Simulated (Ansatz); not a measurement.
Calculated with Ansatz (gas phase, PBE0-D4/def2-TZVP geometries, no zero-point term in ΔE). CCSD(T)/CBS is the MP2 limit (def2-TZVPP, def2-QZVPP) plus CCSD(T) − MP2 in def2-TZVPP, frozen cores. DFT in def2-TZVPP. B3LYP here is the variant with VWN-RPA as its local correlation; programs differ in this. For Ge outer-core shells are correlated without core-valence functions, which leaves a few kJ/mol of doubt a bond. Scalar relativity is left out up to krypton. One conformer a species, not always the lowest.

Reaction (redistribution): `CN[SiH](C)N` + `C[O][GeH2][Cl]` → `CO[SiH](C)N` + `C[NH][GeH2][Cl]`

```csv
level,ΔE (kJ/mol)
PBE-D4,-37.4
r2SCAN-D4,-38.3
B3LYP-D4,-39.3
B2PLYP,-38.8
r2SCAN,-38.2
PBE0,-37.7
MP2/def2-TZVPP,-39.5
HF/CBS(def2),-38.3
```

What does CCSD(T)/CBS give? (Estimate.)

The calculation gave: -40.1 kJ/mol. The listed levels differ from it by 2.7, 1.8, 0.8, 1.3, 1.9, 2.4, 0.6, 1.8 kJ/mol.

Largest T1 diagnostic among the species: 0.011.
